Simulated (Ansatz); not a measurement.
Consider the redistribution: `[OH][Al]([Cl])[Br]` + `[OH][Zr]([OH])([OH])[Br]` → `[OH][Al]([Br])[Br]` + `[OH][Zr]([OH])([OH])[Cl]`.

Calculated with Ansatz (gas phase, PBE0-D4/def2-TZVP geometries, no zero-point term in ΔE). CCSD(T)/CBS adds triple-zeta CCSD(T) − MP2 to the extrapolated MP2 energy (def2 sets, frozen cores). def2 core potentials past Kr. For Br, Zr outer-core shells are correlated without core-valence functions, which leaves a few kJ/mol of doubt a bond. Scalar relativity is left out up to krypton. One conformer a species, not always the lowest.

```tsv
species	MP2/def2-TZVPP energy (Eh)
`[OH][Al]([Cl])[Br]`	-3350.32149
`[OH][Zr]([OH])([OH])[Br]`	-2847.03889
`[OH][Al]([Br])[Br]`	-5463.30891
`[OH][Zr]([OH])([OH])[Cl]`	-734.04952
```

**Question.** Work out ΔE.

**Answer.** ΔE = (-5463.30891) + (-734.04952) − (-3350.32149) − (-2847.03889) = 0.00195 Eh = +1.2 kcal/mol. CCSD(T)/CBS gives +0.7 kcal/mol.

Largest T1 diagnostic among the species: 0.016.

Leaving LDA and LC-ωPBE aside and taking each functional with its dispersion term where it has one, the values, not all of them listed here, spread over 0.7 kcal/mol, from revPBE-D4 to B2PLYP.
